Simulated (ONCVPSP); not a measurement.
## Building the ONCV potential for Ni (Z = 28) (PBEsol, scalar-relativistic).

```json
{"Element": "Ni", "Generator": "ONCVPSP 4.0.1", "Type": "optimised norm-conserving Vanderbilt (ONCV)", "Functional": "PBEsol", "Relativity": "scalar-relativistic", "Frozen core": "[Ne]", "Valence charge": "18", "Reference configuration": "3s2 3p6 3d8 4s1 (charge +1)", "Partial waves": "3s+4s: rc 1.25 bohr, ncon 4, nbas 8, qcut 9.7 1/bohr, 3 projectors, debl 3.7 Ha; 3p: rc 1.20 bohr, ncon 3, nbas 6, qcut 9.4 1/bohr, 2 projectors, debl 1.3 Ha; 3d: rc 1.00 bohr, ncon 4, nbas 9, qcut 17 1/bohr, 2 projectors, debl 2.4 Ha", "Local potential": "polynomial inside 0.95 bohr (lpopt 1, dvloc0 0 Ha)", "Core correction": "Teter function, fcfact 3, rcfact 1.75"}
```

In the p channel the program set the typed energies aside and used -2.954, 0.250 Ha.

All-electron outer shells of the reference configuration (PBEsol, scalar-relativistic, ld1.x):

| shell | level (eV) | outermost node (bohr) | outermost maximum (bohr) |
| --- | --- | --- | --- |
| 2p | -853.15 | – | 0.16 |
| 3s | -119.89 | 0.30 | 0.64 |
| 3p | -80.38 | 0.27 | 0.65 |
| 3d | -17.95 | – | 0.63 |
| 4s | -13.18 | 0.92 | 2.13 |

Does the generator finish with these settings?

Yes, a potential is produced and its reference levels are reproduced.

Estimate the cutoffs (Ha) at which the residual kinetic energy of the hardest occupied pseudo-wave falls to 1 and 0.1 mHa per electron.

103 Ha and 117 Ha.

What does a ghost test show?

No bound ghost flagged; GHOST(+) flagged for s at 422.7 eV.

Which valence shell sets the plane-wave cutoff?

3d: 103 Ha for 1 mHa per electron, against 36 Ha for 3p.

Tests: 3s2 3p6 3d8 4s2; 3s2 3p6 3d8 4s0; 3s2 3p6 3d7 4s0; 3s2 3p6 3d6 4s0. Which has the largest error in its energy relative to the reference configuration, and how large is it?

3s2 3p6 3d6 4s0, with +15 meV (all-electron minus pseudo) on +112.22 eV.
